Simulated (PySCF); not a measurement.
## Electron correlation in Sr (strontium, neutral)

[Kr] 5p2, high-spin 3P determinant (an excited configuration). Calculation: PySCF 2.14, in aug-cc-pVDZ-X2C (7s6p4d, 45 functions); the spin-free X2C one-electron Hamiltonian (Gaussian nucleus). Frozen: [Kr]; 2 electrons correlated.

With two correlated electrons CCSD is exact within the correlated space (frozen core and kept virtual orbitals).

```tsv
level	correlation energy (mhartree)
CCSD	-15.69
```

Diagnostics: T1 = 0.019, D1 = 0.0266, largest double amplitude 0.421.

A double-excitation amplitude exceeds 0.15, a sign of near-degeneracy.

Cost of the coupled-cluster step: about 0.12 core-seconds, for 2 correlated electrons.

Iterations:

```
CC2 = 0
CCSD nocc = (np.int64(2), np.int64(0)), nmo = (27, 27)
frozen orbitals [[0, 1, 2, 3, 4, 5, 6, 7, 8, 9, 10, 11, 12, 13, 14, 15, 16, 17], [0, 1, 2, 3, 4, 5, 6, 7, 8, 9, 10, 11, 12, 13, 14, 15, 16, 17]]
max_cycle = 100
direct = 0
conv_tol = 1e-08
conv_tol_normt = 1e-06
diis_space = 8
diis_start_cycle = 0
Init t2, MP2 energy = -0.00350879973321778
Init E_corr(UCCSD) = -0.00350879973574592
cycle = 1  E_corr(UCCSD) = -0.00599336018537874  dE = -0.00248456045  norm(t1,t2) = 0.0774658
cycle = 2  E_corr(UCCSD) = -0.00785600515189107  dE = -0.00186264497  norm(t1,t2) = 0.0628853
cycle = 3  E_corr(UCCSD) = -0.0147756315248528  dE = -0.00691962637  norm(t1,t2) = 0.0523987
cycle = 4  E_corr(UCCSD) = -0.0145970901874033  dE = 0.000178541337  norm(t1,t2) = 0.0150588
cycle = 5  E_corr(UCCSD) = -0.0166482110809909  dE = -0.00205112089  norm(t1,t2) = 0.0086436
cycle = 6  E_corr(UCCSD) = -0.0152303672399427  dE = 0.00141784384  norm(t1,t2) = 0.00768496
cycle = 7  E_corr(UCCSD) = -0.0156684487609761  dE = -0.000438081521  norm(t1,t2) = 0.00360736
cycle = 8  E_corr(UCCSD) = -0.0157093965282078  dE = -4.09477672e-05  norm(t1,t2) = 0.000518982
cycle = 9  E_corr(UCCSD) = -0.0158303959398355  dE = -0.000120999412  norm(t1,t2) = 0.000765005
cycle = 10  E_corr(UCCSD) = -0.0156732111544281  dE = 0.000157184785  norm(t1,t2) = 0.00114092
cycle = 11  E_corr(UCCSD) = -0.0156869259097933  dE = -1.37147554e-05  norm(t1,t2) = 0.000180968
cycle = 12  E_corr(UCCSD) = -0.0156887634792659  dE = -1.83756947e-06  norm(t1,t2) = 5.43066e-05
cycle = 13  E_corr(UCCSD) = -0.0156888895774123  dE = -1.26098146e-07  norm(t1,t2) = 2.1238e-05
cycle = 14  E_corr(UCCSD) = -0.0156888137578994  dE = 7.58195129e-08  norm(t1,t2) = 2.34265e-06
cycle = 15  E_corr(UCCSD) = -0.0156888439236996  dE = -3.01658002e-08  norm(t1,t2) = 1.8055e-06
cycle = 16  E_corr(UCCSD) = -0.0156888346363845  dE = 9.28731511e-09  norm(t1,t2) = 4.65154e-06
cycle = 17  E_corr(UCCSD) = -0.0156888369244842  dE = -2.28809975e-09  norm(t1,t2) = 7.86522e-07
UCCSD converged
E(UCCSD) = -3177.217452548899  E_corr = -0.01568883692448422
```
